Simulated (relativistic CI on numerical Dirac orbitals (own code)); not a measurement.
## What each ingredient does to the levels of Cs37+

Base calculation: Dirac-Coulomb-Breit CI, KLI orbitals optimised for each configuration, model QED, unscaled Slater integrals.

Configuration list (outside the closed core [Ne]): 3s2.3p6, 3s2.3p5.3d, 3s.3p6.3d, 3s2.3p5.4s, 3s2.3p5.4p, 3s2.3p5.4d, 3p6.3d.4p, 3s.3p6.4s, 3s2.3p5.4f, 3s.3p6.4p, 3s.3p6.4d, 3s.3p6.4f, 3s2.3p5.5s, 3s2.3p5.5p, 3s2.3p5.5d, 3s2.3p5.5f, 3s2.3p5.5g, 3s.3p6.5s, 3s.3p6.5p, 3s.3p6.5d, 3s.3p6.5f, 3p6.3d2, 3p5.3d3, 3p5.3d2.4s, 3p5.3d2.4p, 3p5.3d2.4d, 3p6.3d.4s, 3p5.3d.4s2, 3p5.3d.4s.4p, 3p5.3d.4s.4d, 3p6.4s2, 3p5.4s2.4p, 3p5.4s2.4d. Double excitations out of closed p, d and f shells are left out; levels of such configurations are missing from the list, as are those of other unlisted configurations, and high levels can miss mixing partners. These lack a partner that the ground configuration has and come out too high: 3s2.3p5.4f, 3s2.3p5.5s, 3s2.3p5.5p, 3s2.3p5.5d, 3s2.3p5.5f.

The lowest level and the first level of each name with at least 55 % of one term (blank where a level has no safe partner in the second run):

```
           Level  Base (eV)  Shift (eV)
    3s2.3p6 1S_0       0.00        0.00
3s2.3p5.3d 3P°_0     160.40       -0.06
3s2.3p5.3d 3P°_1     166.28       -0.06
3s2.3p5.3d 3F°_3     171.52       -0.06
3s2.3p5.3d 3F°_4     185.20       -0.06
3s2.3p5.3d 3D°_3     197.15       -0.06
3s2.3p5.3d 3F°_2     252.88       -0.06
3s2.3p5.3d 1P°_1     285.42       -0.07
  3s.3p6.3d 3D_1     393.38       +0.06
  3s.3p6.3d 3D_2     396.96       +0.05
  3s.3p6.3d 3D_3     412.12       +0.05
  3s.3p6.3d 1D_2     423.10       +0.05
    3p6.3d2 3F_2     798.42       +0.14
    3p6.3d2 3P_0     813.58       +0.19
    3p6.3d2 3F_3     814.84       +0.11
    3p6.3d2 3F_4     823.30       +0.13
    3p6.3d2 3P_1     825.72       +0.15
    3p6.3d2 1G_4     838.67       +0.12
    3p6.3d2 1S_0     862.34       +0.22
   3p5.3d3 5D°_0     961.41       +0.49
   3p5.3d3 3P°_0     982.64       +0.49
   3p5.3d3 3P°_1    1000.33       +0.45
```

At this charge energies of transitions that change n are usually good to better than 1 %, and those within a shell (Δn = 0) to a few per cent.

Problem. One thing was changed in a second run, which moved the levels as shown. Which?
A. configuration mixing switched off
B. one mean potential for all configurations
C. Breit term removed
D. QED terms removed

Solution. B. One mean potential for all configurations. One potential for all configurations removes the relaxation of the orbitals, which moves whole configurations and changes the integrals a little.

LS names give the leading component of a level, which can be under half, so a name can repeat, a term be missing and a line seem to break the LS rules.
